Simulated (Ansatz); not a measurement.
C₉H₂₀IN⁻, that is N-butyl-N-methylpyrrolidinium iodide with one electron more, relaxed as a doublet with UKS PBE0-D4/def2-SVP in Ansatz, starting from the PBE0-D4/def2-SVP geometry of the neutral singlet. Force threshold 0.03 eV/Å.

In the def2 sets I takes a core potential; there is no spin–orbit coupling. The highest occupied level of the relaxed charge -1 doublet lies above zero (up to 2.43 eV). By energy differences it is unbound by 1.39 eV (each at its own geometry, against the charge 0 singlet, at PBE0-D4/def2-SVP) and held by the finite basis.

Start:

```xyz
31

C     0.4368    4.0279   -1.1849
C    -0.1988    2.6644   -1.3984
C     0.2728    1.6253   -0.3852
C    -0.3501    0.2823   -0.6940
N    -0.0243   -0.8226    0.2704
C     1.4518   -1.0045    0.3845
C    -0.6493   -2.1063   -0.2145
C    -0.6841   -3.0079    1.0100
C    -0.7060   -2.0484    2.2212
C    -0.6435   -0.6453    1.6199
H     0.2070    4.4298   -0.1837
H     0.0763    4.7564   -1.9267
H     1.5337    3.9750   -1.2787
H    -1.2992    2.7523   -1.3489
H     0.0335    2.2955   -2.4122
H     0.0254    1.9666    0.6371
H     1.3706    1.5541   -0.4500
H    -0.0006   -0.0897   -1.6795
H    -1.4491    0.3506   -0.7079
H     1.8458   -1.1611   -0.6393
H     1.6577   -1.8833    1.0056
H     1.8857   -0.1138    0.8518
H    -1.6613   -1.8392   -0.5512
H    -0.0746   -2.4531   -1.0939
H     0.1940   -3.6686    1.0411
H    -1.5654   -3.6622    0.9757
H    -1.6135   -2.1574    2.8307
H     0.1462   -2.2311    2.8912
H    -0.0628    0.0805    2.2028
H    -1.6482   -0.2318    1.4504
I     1.4934   -1.6343   -3.2433
```

```
step  energy (eV)  largest force component (eV/Å)  SCF passes
   1  -19228.6254                           0.771          24
   2  -19228.7760                           0.311          30
   3  -19228.8219                           0.219          27
   4  -19228.8318                           0.054          30
   5  -19228.8402                           0.074          29
   6  -19228.8457                           0.054          24
   7  -19228.8497                           0.034          23
   8  -19228.8527                           0.026          24
   9  -19228.8547                           0.040          24
  10  -19228.8565                           0.055          24
  11  -19228.8592                           0.034          25
  12  -19228.8605                           0.033          24
  13  -19228.8622                           0.054          23
  14  -19228.8629                           0.050          23
  15  -19228.8636                           0.027          23
```

Force components are those of the run's own axes.

End:

```xyz
31

C     0.4577    3.9137   -1.3364
C    -0.2531    2.5736   -1.4296
C     0.2739    1.5571   -0.4222
C    -0.3869    0.2171   -0.6582
N    -0.0082   -0.8808    0.2995
C     1.4637   -1.0663    0.3091
C    -0.7043   -2.1519   -0.1112
C    -0.7783   -3.0311    1.1221
C    -0.7502   -2.0516    2.3021
C    -0.5595   -0.6764    1.6959
H     0.3665    4.3558   -0.3286
H     0.0506    4.6402   -2.0579
H     1.5309    3.7924   -1.5567
H    -1.3418    2.7063   -1.2879
H    -0.1022    2.1548   -2.4396
H     0.0951    1.9145    0.6084
H     1.3615    1.4695   -0.5748
H    -0.1108   -0.1412   -1.6634
H    -1.4924    0.2881   -0.5614
H     1.8248   -1.1005   -0.7347
H     1.6879   -1.9914    0.8619
H     1.9176   -0.2167    0.8392
H    -1.7455   -1.8223   -0.3534
H    -0.1894   -2.5633   -0.9934
H     0.0464   -3.7622    1.1657
H    -1.7689   -3.5643    1.1067
H    -1.7687   -2.0689    2.7929
H     0.0449   -2.2982    3.0273
H     0.1139    0.0039    2.2453
H    -1.5755   -0.2235    1.5110
I     2.3006    0.0238   -3.3778
```

By distances, no bond broke or formed. The bond that changes most is C9–H27, from 1.10 to 1.13 Å (atoms count from 1).

The force fell under the threshold at step 8, but the optimiser went on and released 0.011 eV more. No frequencies were taken in this run, so the end may be a saddle point.

Hardware: 4 threads of Arm Neoverse V1 on a shared host. Wall time 5.3 min, peak host memory 1.5 GiB.
